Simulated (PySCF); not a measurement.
A mixed set of molecules. Computed with TDDFT CAM-B3LYP/def2-SVPD, vertical, gas phase, core orbitals frozen in the response in PySCF. Geometries: PBE0-D3(BJ)/def2-SVP; one conformer of each isolated species. Triplets are in the Tamm–Dancoff approximation. Relativistic effects are left out although some hold elements past zinc.

**Question.** Rank by computed LUMO energy, lowest first.
A. `C(CCC#N)=O`
B. `CC1=NC=CO1`
C. `C[Si](C)(C)Br`
D. `CNC1CC[AsH]CC1`
E. `CC[SiH2][GeH2][GeH3]`
F. `N#C[C@H]1CCO1`

**Answer.** A (-0.15 eV), E (0.56 eV), F (0.79 eV), C (0.95 eV), B (1.11 eV), D (1.32 eV).

```
              SMILES  LUMO (eV)  HOMO (eV)  α (au)  S1 (eV)  f (S1)         S1 mainly
            N#CCCC=O      -0.15      -9.67    54.2     4.41   0.000         H→L (97%)
CC[SiH2][GeH2][GeH3]       0.56      -8.81   122.4     6.65   0.221         H→L (82%)
       N#C[C@H]1CCO1       0.79      -9.73    52.2     6.75   0.004         H→L (93%)
       C[Si](C)(C)Br       0.95      -9.26    84.6     7.22   0.044  H-1/H→L+1 (≥63%)
            Cc1ncco1       1.11      -8.34    54.8     6.40   0.217         H→L (96%)
      CNC1CC[AsH]CC1       1.32      -7.73   109.3     6.04   0.001       H→L+2 (47%)
```

H and L stand for HOMO and LUMO. A slash joins orbitals within 0.01 eV of each other, whose weights are summed (≥ marks a lower bound).

- `N#CCCC=O`: S1 has the pattern of n→π* at C=O.
- `CC[SiH2][GeH2][GeH3]`: Löwdin shares by element: HOMO germanium 53%, silicon 21%, hydrogen 5% or more (atoms not listed hold the other 20%); LUMO germanium 41%, silicon 12%, hydrogen 10% or more (atoms not listed hold the other 37%).
- `N#C[C@H]1CCO1`: Löwdin shares by element: HOMO oxygen 56%, carbon 18% or more, hydrogen 6% or more (atoms not listed hold the other 19%); LUMO carbon 33% or more, nitrogen 22%, oxygen 16% (atoms not listed hold the other 29%).
- `C[Si](C)(C)Br`: Löwdin shares by element: HOMO (one of a set within 0.03 eV) bromine 75%, carbon 12% or more, silicon 8%; LUMO carbon 19% or more, silicon 18%, bromine 16% (atoms not listed hold the other 48%).
- `Cc1ncco1`: Löwdin shares by element: HOMO carbon 70% or more, nitrogen 11% (atoms not listed hold the other 19%); LUMO carbon 52% or more, oxygen 17% (atoms not listed hold the other 30%).
- `CNC1CC[AsH]CC1`: Löwdin shares by element: HOMO nitrogen 54%, carbon 24% or more (atoms not listed hold the other 22%); LUMO carbon 24% or more, arsenic 18% (atoms not listed hold the other 58%).
